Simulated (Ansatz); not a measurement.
Be4 (the lowest singlet isomer of a short search) was relaxed with B3LYP (def2-TZVP) in Ansatz in these states: charge +1 doublet, neutral quintet, neutral singlet, neutral triplet. The geometries follow in no particular order.

A:

```xyz
4

Be    0.574   -0.788   -0.856
Be   -0.566   -0.814    0.837
Be   -0.694    0.806   -0.742
Be    0.686    0.796    0.761
```

B:

```xyz
4

Be    0.748    0.629   -0.262
Be   -0.748   -0.628    0.262
Be    0.910   -0.488    1.425
Be   -0.910    0.487   -1.426
```

C:

```csv
atom,x (Å),y (Å),z (Å)
Be1,-1.239,0.167,-0.089
Be2,0.267,-0.572,1.082
Be3,0.575,1.113,-0.037
Be4,0.397,-0.707,-0.955
```

D:

Cartesian coordinates in Å:
```
Be 0.250 -0.773 -0.970
Be 0.650 -0.485 0.971
Be -1.263 0.048 0.053
Be 0.363 1.211 -0.054
```

Q: Judge from the bond lengths which geometry belongs to which state (an estimate).

A: A is the charge +1 doublet (Be3–Be4 2.041 Å, Be2–Be3 2.266 Å, Be1–Be4 2.266 Å); B is the neutral quintet (Be3–Be4 3.520 Å, Be2–Be3 2.030 Å, Be1–Be4 2.031 Å); C is the neutral singlet (Be3–Be4 2.046 Å, Be2–Be3 2.046 Å, Be1–Be4 2.046 Å); D is the neutral triplet (Be3–Be4 2.002 Å, Be2–Be3 2.188 Å, Be1–Be4 2.188 Å).
